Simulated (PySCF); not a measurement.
Computed with B3LYP in PySCF with Mo def2-SVP with ECP28, S def2-SVP, I def2-SVP with ECP28; scalar-relativistic core potentials, no spin–orbit coupling; density-fitted integrals. Open shells, if any, are unrestricted.

Task: What spin state, shape and geometry does isolated MoSI2 take (every ligand bound to Mo)?

Result: Formally Mo is in oxidation state +4, d2, with 2 unpaired electrons (the high-spin count). The Mulliken spin on Mo is 2.26. The polar-tensor charge on Mo, 1.25, is far below the formal one. The lowest minimum found is a triplet of C2v symmetry with Mo–I 2.631 Å (×2), Mo–S 2.094 Å; I–Mo–I 123.5°, I–Mo–S 118.2° (×2). Its harmonic wavenumbers are 53 (a1), 62 (b1), 93 (b2), 188 (a1), 266 (b2), 569 (a1) cm⁻¹ and its dipole moment is 0.12 D.

This need not be the most stable arrangement of these atoms. With open d or f shells other occupations or spin states may lie lower. With an element this heavy the missing spin–orbit coupling can shift these numbers.
